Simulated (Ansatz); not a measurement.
```yaml
crystal:
  periodic: [false, false, false]
  atoms:
    - {symbol: B, position_ang: [-0.918447, 2.110445, -0.740932]}
    - {symbol: N, position_ang: [-0.256879, 0.607652, -0.221702]}
    - {symbol: C, position_ang: [0.316950, -0.696191, 0.228776]}
    - {symbol: C, position_ang: [0.945212, -2.123716, 0.721949]}
    - {symbol: H, position_ang: [-1.155185, 2.318816, -2.200111]}
    - {symbol: H, position_ang: [-1.229329, 3.146037, 0.288415]}
    - {symbol: H, position_ang: [1.239403, -3.085549, -0.181213]}
    - {symbol: H, position_ang: [1.173398, -2.348870, 2.035191]}
basis:
  gaussian: {orbitals: aug-cc-pVDZ}
magnetization: {spin_polarized: true, initial_magnetization: 8}
hamiltonian: {xc: {name: r2SCAN}, dispersion: d3bjatm, pseudopotentials: {relativity: none}}
scf: {lower_state_search: off}
```

```sh
$ ansatz run in.yaml --threads 2 --pin off --events-out ev --progress --plain --max-ram 4352MiB
```

It prints (some lines left out):

```
Functional definition: r2SCAN
1139 factors; their error is unknown
mean field evaluation 1: about -4275.3708 eV, gradient 2.9e1 eV
mean field evaluation 2: about -4212.0683 eV, gradient 8.3e1 eV
mean field evaluation 4: about -4272.7183 eV, gradient 2.3e1 eV
mean field evaluation 8: about -4281.0983 eV, gradient 1.3e0 eV
mean field evaluation 16: about -4281.0837 eV, gradient 3.7e-3 eV
mean field -4281.08370037 eV, -157.3269241658 hartree, gradient 2.3e-6 eV, S^2 20.035918; 0 other end points of the search recorded, 0 dependent functions left out
reference -4281.08376813 eV, -157.3269266560 hartree; 18, 10 occupied and 110, 118 virtual orbitals, 1139 factors
Total energy: -4281.11875750 eV, -157.3282124917 hartree
Checks for a lower state left out: stability, starts, cluster_reference, orbital_swaps, neighbouring_geometries, increment
```

Problem. Something in this input is off. What?

Solution. The spin is set far too high for this molecule. The calculation finished and met its thresholds. The result belongs to that input, not to the molecule as meant.
